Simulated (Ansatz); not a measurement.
Input for Ansatz (a first-principles code): R-wB97X-V/def2-TZVPPD on HF (SMILES F) with ghost functions. Files ending in .json are basis or fitting sets from the Basis Set Exchange.

Ansatz 0.2 input:
```yaml
crystal:
  periodic: [false, false, false]
  atoms:
    - {symbol: F, position_ang: [-1.44370064, -0.22894985, -0.24384746]}
    - {symbol: H, position_ang: [-0.94647269, -0.05062702, 0.53323070]}
basis:
  gaussian:
    orbitals: def2-TZVPPD.json
    ghost_atoms:
      - {symbol: P, position_ang: [0.26435944, 0.38573767, 2.42694199]}
      - {symbol: H, position_ang: [-0.05296080, -0.23232066, 3.65770065]}
      - {symbol: H, position_ang: [1.64992720, 0.11416788, 2.48950794]}
      - {symbol: H, position_ang: [0.35687992, 1.69531668, 2.95026935]}
hamiltonian:
  xc: {name: wB97X-V}
scf: {lower_state_search: off}
```

The head of its log:

```
WARN ansatz: RAYON_NUM_THREADS=2 ignored (pool sized by the plan → 2); use --threads N
Functional definition: wB97X-V
these checks for a lower state are left out or cut short: stability, starts, cluster_reference, orbital_swaps, neighbouring_geometries, increment
integrals: 0.07 GiB planned
723 factors; their error is unknown
integrals: 0.10 GiB planned
216 factors; integrals over basis functions are off by at most 4.0e-5 eV
mean field: 0.58 GiB planned
mean field evaluation 1: about -2732.2713 eV, gradient 3.0e1 eV
mean field evaluation 2: about -2732.1780 eV, gradient 3.4e1 eV
```

Give the final energy of this run.

-100.4563 hartree.
